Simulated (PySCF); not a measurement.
The vertical singlet excitations below were computed for one of the candidates. The calculation used TDDFT PBE0/def2-SVPD, vertical, gas phase, core orbitals frozen in the response in PySCF 2.14.0, density-fitted response routines. Geometries: GFN2-xTB, one conformer each.

| state | E (eV) | f | main configurations (H = HOMO, L = LUMO) |
| --- | --- | --- | --- |
| S1 | 7.65 | 0.0033 | H→L (94%) |
| S2 | 7.80 | 0.0009 | H-1→L (93%) |
| S3 | 8.12 | 0.026 | H→L+1 (94%) |
| S4 | 8.23 | 0.0013 | H-1→L+1 (84%) |
| S5 | 8.31 | 0.028 | H→L+2 (86%), H-1→L+1 (8%) |
| S6 | 8.41 | 0.025 | H-1→L+2 (93%) |

Orbital energies (eV): HOMO-3 -9.27, HOMO-2 -9.14, HOMO-1 -8.25, HOMO -8.14, LUMO 0.68, LUMO+1 1.06, LUMO+2 1.29.

Question: Which structure fits? All have the formula C7H11F.
A. `C[C@@H]1C[C@H](F)[C@@H]2C[C@@H]21`
B. `FC1CCC(CC1)=C`
C. `C=C(F)C1CCCC1`

Answer: A. Its S1, at 7.65 eV, is the highest among the candidates; the nearest of the others has S1 at 6.85 eV. S1 is HOMO→LUMO (94%). Löwdin shares by element: HOMO carbon 72% or more (atoms not listed hold the other 28%); LUMO hydrogen 18% or more, carbon 17% or more (atoms not listed hold the other 65%). At the same level the other candidates give, for their lowest levels:
- `C=C1CCC(F)CC1`: 6.85 eV (f 0.141); 7.10 eV (f 0.212); 7.42 eV (f 0.001); 7.70 eV (f 0.013); 7.86 eV (f 0.106); T1 4.40 eV; HOMO -7.36, LUMO 0.11 eV
- `C=C(F)C1CCCC1`: 6.83 eV (f 0.025); 7.40 eV (f 0.528); 7.47 eV (f 0.011); 7.58 eV (f 0.015); 7.99 eV (f 0.007); T1 4.48 eV; HOMO -7.27, LUMO 0.50 eV
Triplets come from the Tamm–Dancoff approximation.
